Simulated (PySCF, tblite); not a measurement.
A database entry of computed molecular properties. Lists by class give the value and the number of equivalent atoms.

```json
{
 "formula": "C4H4O2Si",
 "smiles": "C#CC#C[SiH](O)O",
 "inchi": "InChI=1S/C4H4O2Si/c1-2-3-4-7(5)6/h1,5-7H",
 "charge": 0,
 "multiplicity": 1,
 "geometry_level": "GFN2-xTB",
 "atoms_angstrom": [
  ["C", 3.74, -1.075, 0.354],
  ["C", 2.609, -0.719, 0.139],
  ["C", 1.329, -0.323, -0.093],
  ["C", 0.184, 0.027, -0.283],
  ["Si", -1.571, 0.527, -0.618],
  ["O", -1.868, 2.044, -0.14],
  ["O", -2.567, -0.432, 0.253],
  ["H", 4.726, -1.381, 0.536],
  ["H", -1.85, 0.496, -2.045],
  ["H", -2.205, 2.217, 0.734],
  ["H", -2.521, -1.379, 0.176]
 ],
 "electronic_structure_code": "PySCF",
 "results": {
  "GFN2-xTB geometry": {
   "rotational_constants_GHz": [6.822, 0.846, 0.784]
  },
  "B3LYP/def2-SVPD ground state and vertical TDDFT (core frozen in the response)": {
   "dipole_D": 1.89,
   "homo_eV": -7.47,
   "lumo_eV": -1.55,
   "S1_eV": 4.47,
   "strongest_line_of_8_singlets_eV": 6.64,
   "T1_tda_eV": 3.65,
   "polarisability_au": 85.4,
   "r2_bohr2_about_centre_of_nuclear_charge": 1362.5,
   "singlets_eV_and_f": [
    [4.47, 0.0],
    [4.61, 0.0],
    [4.62, 0.0],
    [6.56, 0.002],
    [6.64, 0.393],
    [6.68, 0.094],
    [6.75, 0.009],
    [6.89, 0.023]
   ],
   "triplets_tda_eV": [3.65, 3.99, 4.0]
  },
  "PBE0/pcSseg-1 ground state and GIAO shieldings, non-relativistic": {
   "shift_vs_computed_TMS_C_by_class_ppm": [
    [93.7, 1],
    [85.3, 1],
    [74.6, 1],
    [73.9, 1]
   ],
   "shift_vs_computed_TMS_H_by_class_ppm": [
    [4.79, 1],
    [1.79, 2],
    [1.33, 1]
   ],
   "shielding_other_nuclei_by_class_ppm": [
    ["O", 291.2, 2],
    ["Si", 403.3, 1]
   ],
   "charges_hirshfeld_e_by_atom": [-0.06, -0.03, -0.03, -0.14, 0.48, -0.3, -0.31, 0.1, -0.08, 0.19, 0.18]
  },
  "GFN2-xTB harmonic vibrations, gas phase": {
   "strongest_ir_bands_cm-1_km_per_mol_modes": [
    [696.3, 164.6, 1],
    [793.7, 312.9, 1],
    [816.5, 178.4, 1],
    [868.3, 341.4, 1],
    [938.5, 256.6, 1],
    [2317.0, 290.9, 1]
   ],
   "zpe_kcal_per_mol": 39.8
  }
 }
}
```

The dipole matches unit charges of opposite sign 0.39 Å apart (1 e·Å = 4.8032 D). No computed singlet falls in the visible range (750 to 380 nm, 1.65 to 3.26 eV); S1 lies 1.21 eV above its blue end. The 8 singlets span 4.47 to 6.89 eV, and their oscillator strengths add up to 0.52.

 NMR classes are plain means over equivalent atoms (diastereotopic ones count apart unless rotation or inversion swaps them), as if these changed places fast; in this geometry the members of some classes differ.

Conformer computed: `[CH:1]#[C:2][C:3]#[C:4][SiH:5]([OH:6])[OH:7]`: H–O6–Si5–C4 -92°, H–O7–Si5–C4 -55°.

One conformer stands for the species.
